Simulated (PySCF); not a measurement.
Atoms are numbered as in `[CH3:1][C:2]#[C:3][Si:4]([CH3:5])([CH3:6])[PH2:7]`. Each H is labelled by its parent atom.

PySCF 2.14.0 with density-fitted response routines calculation with structure optimised with GFN2-xTB and shielding tensors at PBE0/pcSseg-1 (GIAO); equivalent nuclei averaged, no solvent model, relativity neglected, one computed conformer.

Shifts are taken against calculated references (same method and geometry level): ¹³C (σref 186.93), ¹H (σref 31.72), ²⁹Si (σref 349.16) against TMS; ³¹P (σref 318.38) against H3PO4.

```tsv
atoms	nucleus	count	Hirshfeld charge	δ (ppm)
C5/C6	¹³C	2	-0.21	2.1
H(C5)/H(C6)	¹H	6	0.04	0.27
C1	¹³C	1	-0.09	6.0
C2	¹³C	1	-0.03	113.9
Si4	²⁹Si	1	0.36	-19.8
H(C1)	¹H	3	0.06	?
P7	³¹P	1	-0.04	?
H(P7)	¹H	2	-0.01	1.19
C3	¹³C	1	-0.19	?
```

**Question.** Complete the table.

**Answer.** 
- C3: 89.5 ppm, alkyne carbon; sp carbons lie upfield of alkene carbons because the cylindrical π system leaves one tensor component strongly shielded
- H(C1): 2.05 ppm, hydrogen on a propargylic methyl carbon
- P7: -273.3 ppm, phosphorus bonded to Si, 2 H

Shifts are as computed. Against solution values, carbons near 30 ppm lie about +3 ppm off and those near 130 ppm about +5 ppm. Of 1211 compounds with measured shifts, 218 miss one by over three times the rms of a fit or turn the order of signals round; such compounds aren't used in these exercises. Experimental scales use liquid or dissolved standards, which lie at an offset from isolated H3PO4.
